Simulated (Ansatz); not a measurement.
(H2In-mu-OH)2 (In₂O₂H₆). Total charge 0; singlet. Geometry PBE0-D4/def2-SVP, basis def2-TZVP, Ansatz.

| run | HOMO (eV) | LUMO (eV) |
| --- | --- | --- |
| A | -8.05 | -0.93 |
| B | -6.86 | -1.88 |
| C | -6.78 | -1.65 |
| D | -7.22 | -1.61 |
| E | -7.65 | -1.28 |
| F | -10.44 | 0.70 |

In the def2 sets In takes a core potential; there is no spin–orbit coupling. HSE06 is defined as in plane-wave codes, on full-range PBE exchange.

The runs used B97M-V, HSE06, LDA (SPW92), PBE, PBE0, ωB97X-V. Estimate which is which.

A PBE0 (25 % exact exchange); B LDA (SPW92) (0 % exact exchange); C PBE (0 % exact exchange); D B97M-V (0 % exact exchange); E HSE06 (range-separated); F ωB97X-V (range-separated). Exact exchange lowers occupied and raises empty levels; among semilocal functionals meta-GGAs tend to open the gap a little, and such runs are hard to tell apart. The gap grows from 4.98 eV (LDA (SPW92)) to 11.14 eV (ωB97X-V).
